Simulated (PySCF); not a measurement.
Mn(Cp)2, C10H10Mn, multiplicity 6 (GFN2-xTB optimised geometry):

```
21

Mn    -0.030     0.019     0.000
C      2.357     0.019     0.000
C      1.935     1.096     0.821
C      1.256     2.032     0.000
C      1.258     1.534    -1.328
C      1.939     0.290    -1.328
H      3.024    -0.775     0.299
H      2.228     1.256     1.848
H      0.946     3.022     0.299
H      0.950     2.082    -2.205
H      2.234    -0.265    -2.205
C     -2.176    -0.043     1.046
C     -1.465    -1.195     1.470
C     -1.239    -2.013     0.335
C     -1.810    -1.368    -0.792
C     -2.389    -0.150    -0.352
H     -2.623     0.694     1.695
H     -1.283    -1.478     2.496
H     -0.855    -3.022     0.353
H     -1.931    -1.804    -1.772
H     -3.024     0.493    -0.942
```

Level of theory: unrestricted B3LYP/def2-SVP (PySCF).

### Question
What are the frontier orbital energies (α orbitals alone; a β orbital can be the lowest empty one) and the dipole moment?

### Answer
HOMO-2 -6.63 eV, HOMO-1 -4.92 eV, HOMO -4.92 eV, LUMO 0.28 eV, LUMO+1 1.22 eV; dipole moment 0.02 D.

On the same geometry unrestricted PBE/def2-SVP (PySCF 2.14.0) gives HOMO-2 -5.86 eV, HOMO-1 -3.81 eV, HOMO -3.81 eV, LUMO -0.28 eV, LUMO+1 0.42 eV; dipole moment 0.02 D.

Meta-Löwdin charges at B3LYP/def2-SVP: Mn1 1.26, C2 -0.23, C3 -0.23, C4 -0.23, C5 -0.23, C6 -0.23, H7 0.11, H8 0.11, H9 0.11, H10 0.11, H11 0.11, C12 -0.23, C13 -0.23, C14 -0.23, C15 -0.23, C16 -0.23, H17 0.11, H18 0.11, H19 0.11, H20 0.11, H21 0.11.
